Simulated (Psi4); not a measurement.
Relaxed torsion scan: SMILES O=Cc1ccccc1-c1ccco1 (C11H8O2). Scanned: dihedral C3–C8–C9–O13; all other coordinates were relaxed at GFN2-xTB. Points at φ and −φ are mirror images.

Geometry of the scan point at 160° (Å):
```
21

O      1.2050    -3.2244    -0.2123
C      0.6024    -2.2431     0.1449
C      1.1056    -0.8670     0.0656
C      2.4898    -0.6865     0.0691
C      3.0427     0.5741     0.1601
C      2.2098     1.6805     0.2572
C      0.8386     1.5244     0.2197
C      0.2613     0.2579     0.1059
C     -1.1766     0.1562    -0.0503
C     -1.9697    -0.7737    -0.6813
C     -3.2949    -0.2963    -0.5889
C     -3.2193     0.8877     0.0797
O     -1.9506     1.1749     0.3970
H     -0.3897    -2.3321     0.6285
H      3.1136    -1.5668     0.0213
H      4.1148     0.6985     0.1656
H      2.6337     2.6697     0.3476
H      0.1918     2.3875     0.2651
H     -1.6461    -1.6624    -1.1829
H     -4.1771    -0.7674    -0.9704
H     -3.9709     1.5920     0.3774
```

Computed with PBE-D3(BJ)/def2-SVP // GFN2-xTB (Psi4).

Scanned values (°): -160, -140, -120, -100, -80, -60, -40, -20, 0, 20, 40, 60, 80, 100, 120, 140, 160, 180.

Question: Locate the minima and the barriers on this grid.

Answer: Lower than their neighbours: -160° (0.0 mEh), -40° (0.5 mEh), 40° (0.5 mEh), 160° (0.0 mEh). Higher than their neighbours: -100° (5.5 mEh), 0° (1.8 mEh), 100° (5.5 mEh), 180° (2.5 mEh). The whole profile spans 5.5 mEh.
